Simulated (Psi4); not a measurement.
Psi4 input (wB97X-D/6-311+G**):

```
memory 1500 MB

molecule {
-1 1
C    -0.37573800    1.59011500   -0.10693600
B    -0.48584100    0.13637000   -0.06191600
C    -1.86260100   -0.68833900   -0.18919800
O     0.62487700   -0.77161900    0.10335000
C     1.89895600   -0.22597700    0.22979200
H    -1.25369600    2.22260500   -0.23417900
H     0.55057500    2.15699300   -0.02177500
H    -2.72466200   -0.02575000   -0.31579000
H    -1.84591100   -1.37899100   -1.04400600
H    -2.04848000   -1.30969900    0.69812200
H     2.18278500    0.37067800   -0.65126500
H     1.97881700    0.44045000    1.10289900
H     2.62705700   -1.03997700    0.34683000
symmetry c1
no_reorient
no_com
}

set {
  basis 6-311+G**
  reference rks
  scf_type df
  df_basis_scf def2-universal-jkfit
  dft_radial_points 99
  dft_spherical_points 590
  e_convergence 1e-8
  d_convergence 1e-7
  maxiter 150
}

e = energy('wb97x-d')
print_out(f'\nFINAL {e:.10f} DIPOLE {variable("CURRENT DIPOLE")[0]:.6f} {variable("CURRENT DIPOLE")[1]:.6f} {variable("CURRENT DIPOLE")[2]:.6f}\n')
```

Output:

```
   => Loading Basis Set <=

    Name: 6-311+G**
    Role: ORBITAL
    Keyword: BASIS
    atoms 1, 3, 5 entry C          line   129 file 6-311pgss.gbs
    atoms 2       entry B          line   108 file 6-311pgss.gbs
    atoms 4       entry O          line   171 file 6-311pgss.gbs
    atoms 6-13    entry H          line    42 file 6-311pgss.gbs

   => WB97X-D: Empirical Dispersion <=

    Chai and Head-Gordon Dispersion Correction
    Chai, J.-D.; Head-Gordon, M. (2010), J. Chem. Phys., 132: 6615-6620

        s6 =       1.000000

         ---------------------------------------------------------
                                   SCF
               by Justin Turney, Rob Parrish, Andy Simmonett
                          and Daniel G. A. Smith
                              RKS Reference
         ---------------------------------------------------------

  ==> Geometry <==

    Molecular point group: c1
    Full point group: C1

    Geometry (in Angstrom), charge = -1, multiplicity = 1:

       Center              X                  Y                   Z               Mass
    ------------   -----------------  -----------------  -----------------  -----------------
         C           -0.375738000000     1.590115000000    -0.106936000000    12.000000000000
         B           -0.485841000000     0.136370000000    -0.061916000000    11.009305360000
         C           -1.862601000000    -0.688339000000    -0.189198000000    12.000000000000
         O            0.624877000000    -0.771619000000     0.103350000000    15.994914619570
         C            1.898956000000    -0.225977000000     0.229792000000    12.000000000000
         H           -1.253696000000     2.222605000000    -0.234179000000     1.007825032230
         H            0.550575000000     2.156993000000    -0.021775000000     1.007825032230
         H           -2.724662000000    -0.025750000000    -0.315790000000     1.007825032230
         H           -1.845911000000    -1.378991000000    -1.044006000000     1.007825032230
         H           -2.048480000000    -1.309699000000     0.698122000000     1.007825032230
         H            2.182785000000     0.370678000000    -0.651265000000     1.007825032230
         H            1.978817000000     0.440450000000     1.102899000000     1.007825032230
         H            2.627057000000    -1.039977000000     0.346830000000     1.007825032230

  Running in c1 symmetry.

  Rotational constants: A =      0.26261  B =      0.12660  C =      0.08822 [cm^-1]
  Rotational constants: A =   7872.86598  B =   3795.44642  C =   2644.66757 [MHz]
  Nuclear repulsion =  162.604146344902887

  Charge       = -1
  Multiplicity = 1
  Electrons    = 40
  Nalpha       = 20
  Nbeta        = 20

  ==> Algorithm <==

  SCF Algorithm Type is DF.
  DIIS enabled.
  MOM disabled.
  Fractional occupation disabled.
  Guess Type is SAD.
  Energy threshold   = 1.00e-08
  Density threshold  = 1.00e-07
  Integral threshold = 1.00e-12

  ==> Primary Basis <==

  Basis Set: 6-311+G**
    Blend: 6-311+G**
    Number of shells: 82
    Number of basis functions: 158
    Number of Cartesian functions: 163
    Spherical Harmonics?: true
    Max angular momentum: 2

  ==> DFT Potential <==

   => LibXC <=

    Version 7.1.2
    S. Lehtola, C. Steigemann, M. J. T. Oliveira, and M. A. L. Marques,  SoftwareX 7, 1–5 (2018) (10.1016/j.softx.2017.11.002)

   => Composite Functional: WB97X-D <=

    wB97X-D Hyb-GGA Exchange-Correlation Functional

    J.-D. Chai and M. Head-Gordon,  Phys. Chem. Chem. Phys. 10, 6615–6620 (2008) (10.1039/B810189B)

    Deriv               =              1
    GGA                 =           TRUE
    Meta                =          FALSE

    Exchange Hybrid     =           TRUE
    MP2 Hybrid          =          FALSE

   => Exchange-Correlation Functionals <=

    1.0000   wB97X-D range-separated functional

   => Exact (HF) Exchange <=

    0.7780            HF,LR [omega = 0.2000]
    0.2220               HF

   => LibXC Density Thresholds  <==

    XC_HYB_GGA_XC_WB97X_D:  1.00E-14

   => Molecular Quadrature <=

    Radial Scheme          =       TREUTLER
    Pruning Scheme         =           NONE
    Nuclear Scheme         =       TREUTLER

    Blocking Scheme        =         OCTREE
    BS radius alpha        =              1
    Pruning alpha          =              1
    Radial Points          =             99
    Spherical Points       =            590
    Total Points           =         717306
    Total Blocks           =           5014
    Max Points             =            256
    Max Functions          =            157
    Weights Tolerance      =       1.00E-15

   => Loading Basis Set <=

    Name: DEF2-UNIVERSAL-JKFIT
    Role: JKFIT
    Keyword: DF_BASIS_SCF
    atoms 1, 3, 5 entry C          line   198 file def2-universal-jkfit.gbs
    atoms 2       entry B          line   138 file def2-universal-jkfit.gbs
    atoms 4       entry O          line   318 file def2-universal-jkfit.gbs
    atoms 6-13    entry H          line    18 file def2-universal-jkfit.gbs

  ==> Integral Setup <==

  SCF_SUBTYPE=INCORE selected. In-core MEM_DF algorithm will be used.
  Using in-core AOs.

  ==> MemDFJK: Density-Fitted J/K Matrices <==

    J tasked:                   Yes
    K tasked:                   Yes
    wK tasked:                  Yes
    Omega:                2.000E-01
    Algorithm:                 Core
    Schwarz Cutoff:           1E-12
    Mask sparsity (%):       2.7800
    Fitting Condition:        1E-10

   => Auxiliary Basis Set <=

  Basis Set: DEF2-UNIVERSAL-JKFIT
    Blend: DEF2-UNIVERSAL-JKFIT
    Number of shells: 173
    Number of basis functions: 521
    Number of Cartesian functions: 609
    Spherical Harmonics?: true
    Max angular momentum: 4

  Cached 25.0% of DFT collocation blocks in 0.601 [GiB].

  Minimum eigenvalue in the overlap matrix is 4.0171372580E-04.
  Reciprocal condition number of the overlap matrix is 3.9904470661E-05.
    Using symmetric orthogonalization.

  ==> Pre-Iterations <==

  SCF Guess: Superposition of Atomic Densities via on-the-fly atomic UHF (no occupation information).

   -------------------------
    Irrep   Nso     Nmo
   -------------------------
     A        158     158
   -------------------------
    Total     158     158
   -------------------------

  ==> Iterations <==

                           Total Energy        Delta E     RMS |[F,P]|

   @DF-RKS iter SAD:  -218.04433415967995   -2.18044e+02   0.00000e+00
   @DF-RKS iter   1:  -218.64490349659405   -6.00569e-01   6.76509e-03 DIIS/ADIIS
   @DF-RKS iter   2:  -217.82547823048137    8.19425e-01   8.26477e-03 DIIS/ADIIS
   @DF-RKS iter   3:  -219.17962981464970   -1.35415e+00   1.95014e-03 DIIS/ADIIS
   @DF-RKS iter   4:  -219.23647399440128   -5.68442e-02   6.08895e-04 DIIS/ADIIS
   @DF-RKS iter   5:  -219.24300030563802   -6.52631e-03   1.93159e-04 DIIS/ADIIS
   @DF-RKS iter   6:  -219.24371792514751   -7.17620e-04   1.18707e-04 DIIS/ADIIS
   @DF-RKS iter   7:  -219.24389206234213   -1.74137e-04   4.07894e-05 DIIS
   @DF-RKS iter   8:  -219.24392011192313   -2.80496e-05   2.05237e-05 DIIS
   @DF-RKS iter   9:  -219.24392832199047   -8.21007e-06   8.13699e-06 DIIS
   @DF-RKS iter  10:  -219.24393005736289   -1.73537e-06   2.30064e-06 DIIS
   @DF-RKS iter  11:  -219.24393024024420   -1.82881e-07   4.64432e-07 DIIS
   @DF-RKS iter  12:  -219.24393024768838   -7.44419e-09   1.59887e-07 DIIS
   @DF-RKS iter  13:  -219.24393024853109   -8.42704e-10   3.24214e-08 DIIS
  Energy and wave function converged.

  ==> Post-Iterations <==

   Electrons on quadrature grid:
      Ntotal   =   40.0000024897 ; deviation = 2.490e-06

    Orbital Energies [Eh]
    ---------------------

    Doubly Occupied:

       1A    -19.048002     2A    -10.157708     3A    -10.067574
       4A    -10.012131     5A     -6.616601     6A     -0.924705
       7A     -0.616740     8A     -0.588919     9A     -0.525090
      10A     -0.408486    11A     -0.362119    12A     -0.360497
      13A     -0.307796    14A     -0.294568    15A     -0.266988
      16A     -0.256253    17A     -0.213400    18A     -0.190538
      19A     -0.179240    20A     -0.054999

    Virtual:

      21A      0.171995    22A      0.176194    23A      0.189443
      24A      0.212947    25A      0.226841    26A      0.234409
      27A      0.244703    28A      0.258342    29A      0.265920
      30A      0.275466    31A      0.281527    32A      0.289537
      33A      0.300478    34A      0.312878    35A      0.331050
      36A      0.352121    37A      0.364677    38A      0.382503
      39A      0.389463    40A      0.406839    41A      0.432953
      42A      0.433287    43A      0.444980    44A      0.450603
      45A      0.479168    46A      0.493963    47A      0.497271
      48A      0.513816    49A      0.543750    50A      0.546419
      51A      0.583718    52A      0.611102    53A      0.643629
      54A      0.659821    55A      0.673294    56A      0.683445
      57A      0.684044    58A      0.715190    59A      0.732589
      60A      0.765571    61A      0.798918    62A      0.836535
      63A      0.847077    64A      0.868791    65A      0.874601
      66A      0.898234    67A      0.905171    68A      0.909205
      69A      0.925706    70A      0.955180    71A      0.973586
      72A      0.996168    73A      1.000561    74A      1.059470
      75A      1.114049    76A      1.154244    77A      1.199472
      78A      1.220363    79A      1.273016    80A      1.281943
      81A      1.297911    82A      1.397625    83A      1.433406
      84A      1.455695    85A      1.480059    86A      1.535030
      87A      1.546573    88A      1.581217    89A      1.676397
      90A      1.696381    91A      1.728053    92A      1.733154
      93A      1.758676    94A      1.798401    95A      1.846268
      96A      1.862201    97A      1.862776    98A      1.898988
      99A      1.926673   100A      1.935127   101A      1.935213
     102A      1.949453   103A      2.002295   104A      2.035287
     105A      2.055502   106A      2.142219   107A      2.198325
     108A      2.207148   109A      2.283263   110A      2.285713
     111A      2.324358   112A      2.325323   113A      2.375802
     114A      2.396846   115A      2.435174   116A      2.500733
     117A      2.538819   118A      2.585811   119A      2.639653
     120A      2.661844   121A      2.720704   122A      2.728464
     123A      2.731248   124A      2.772178   125A      2.777395
     126A      2.815724   127A      2.844829   128A      2.846588
     129A      2.862021   130A      2.912678   131A      2.920980
     132A      3.011640   133A      3.092207   134A      3.124980
     135A      3.177079   136A      3.181669   137A      3.289138
     138A      3.307798   139A      3.363970   140A      3.497585
     141A      3.620262   142A      3.796169   143A      4.009069
     144A      4.033025   145A      4.062005   146A      4.081835
     147A      4.103411   148A      4.140124   149A      4.189936
     150A      4.402375   151A      5.314997   152A      5.584436
     153A      5.926340   154A     15.037410   155A     24.212776
     156A     24.299467   157A     24.371311   158A     50.260127

    Final Occupation by Irrep:
              A
    DOCC [    20 ]
    NA   [    20 ]
    NB   [    20 ]

  @DF-RKS Final Energy:  -219.24393024853109

   => Energetics <=

    Nuclear Repulsion Energy =            162.6041463449028868
    One-Electron Energy =                -625.9642493254625606
    Two-Electron Energy =                 266.0438382813372300
    DFT Exchange-Correlation Energy =     -21.9227396693373109
    Empirical Dispersion Energy =          -0.0049258799713103
    VV10 Nonlocal Energy =                  0.0000000000000000
    Total Energy =                       -219.2439302485310577

Computation Completed

Properties will be evaluated at   0.000000,   0.000000,   0.000000 [a0]

Properties computed using the SCF density matrix

 Multipole Moments:

 ------------------------------------------------------------------------------------
     Multipole            Electronic (a.u.)      Nuclear  (a.u.)        Total (a.u.)
 ------------------------------------------------------------------------------------

 L = 1.  Multiply by 2.5417464519 to convert [e a0] to [Debye]
 Dipole X            :          0.8600384           -0.0000038            0.8600347
 Dipole Y            :         -0.9532188            0.0000019           -0.9532169
 Dipole Z            :          0.1379077            0.0000076            0.1379153
 Magnitude           :                                                    1.2912408

 ------------------------------------------------------------------------------------

FINAL -219.2439302485 DIPOLE 0.860035 -0.953217 0.137915

*** Psi4 exiting successfully. Buy a developer a beer!
```

The dipole moment of an ion depends on the origin.

The geometry given is a B3LYP-D3(BJ)/def2-TZVP minimum.
